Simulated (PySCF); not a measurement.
## Structure from 2D NMR

Compound of formula C$_{5}$H$_{12}$NP. Correlations simulated from computed shifts and the bond graph:

HSQC (one-bond C–H):
```
  δH    δC
2.70  51.0
2.16  18.2
2.10  51.0
1.48  22.3
1.08  26.4
```

COSY cross peaks (H two or three bonds apart, from the bond graph; peaks can be absent where the dihedral angle is near 90°):
```
  δH    δH
2.70  2.16
2.70  2.10
2.16  2.10
2.16  1.08
```

HMBC (two and three bonds, from the bond graph):
```
  δH                      δC
2.70  51.0, 26.4, 22.3, 18.2
2.16              51.0, 26.4
2.10  51.0, 26.4, 22.3, 18.2
1.48                    51.0
1.08              51.0, 18.2
```

Relativity neglected, one computed conformer, gas phase, equivalent nuclei averaged. σ from GIAO-PBE0/pcSseg-1; GFN2-xTB structure; PySCF.

References, each an isolated molecule treated in the same way: TMS for 1H (σref 31.72) and 13C (σref 186.93).

Exchangeable hydrogens are left out of these lists.

Work out the connectivity.

Answers

SMILES C[C@H]1C[P@](C)(=N)C1.

Mapped SMILES: `[CH3:1][C@H:2]1[CH2:3][P@:4]([CH3:5])(=[NH:6])[CH2:7]1`. Hydrogens are named by the atom that carries them. Ha(C3), Ha(C7) are cis to C1 on the ring; Hb(C3), Hb(C7) are trans to C1 on the ring.

1. δC 51.0 is C3/C7, an sp3 CH2 bonded to P (δH 2.10, 2.70).
2. δC 26.4 is C1, a methyl carbon (δH 1.08).
3. δC 22.3 is C5, a methyl carbon bonded to P (δH 1.48).
4. δC 18.2 is C2, an sp3 CH in a ring (δH 2.16).
5. COSY links 2.70–2.16, 2.70–2.10, 2.16–2.10, 2.16–1.08.

The data come from this structure; uniqueness wasn't tested.

The OH or NH signal is concentration- and solvent-dependent in practice; the value given is the gas-phase one. Shifts are as computed. Against solution values, carbons near 30 ppm lie about +3 ppm off and those near 130 ppm about +5 ppm. Of 1211 compounds with measured shifts, 218 miss one by over three times the rms of a fit or turn the order of signals round; such compounds aren't used in these exercises.
